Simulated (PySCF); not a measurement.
Exercise with solution: refractive index and permittivity of the vapour

H2OPb, SMILES [OH][PbH] (connectivity only; charge and spin as stated), neutral, multiplicity 1.

Geometry optimised at B3LYP-D3(BJ)/def2-TZVP. The def2 effective core potentials stand for the cores of Pb; spin–orbit coupling is left out.

B3LYP/def2-TZVPD run with PySCF gives a mean static polarisability of 52.2 bohr³ and a dipole moment of 2.12 D. Take an ideal gas at 298.15 K and 0.01 bar, whether or not the substance is that volatile.

Q: Work out n − 1 in the optical limit and the static ε − 1.

A: 
Polarisability volume α' = 52.2 × 0.148185 = 7.74 Å³. Number density N = p/kT = 2.43e-7 Å⁻³.
Dilute limit of Lorentz–Lorenz: n − 1 = 2π N α' = 1.2e-5.
Orientation term of Debye: μ²/(3kT) = 8.098 Å³ × μ²(D²) = 36.39 Å³.
ε − 1 = 4π N (α' + μ²/3kT) = 0.00013. Orientation of the dipole supplies 82 % of the static response; it can't follow optical fields. Vibrational polarisation and dispersion are left out.
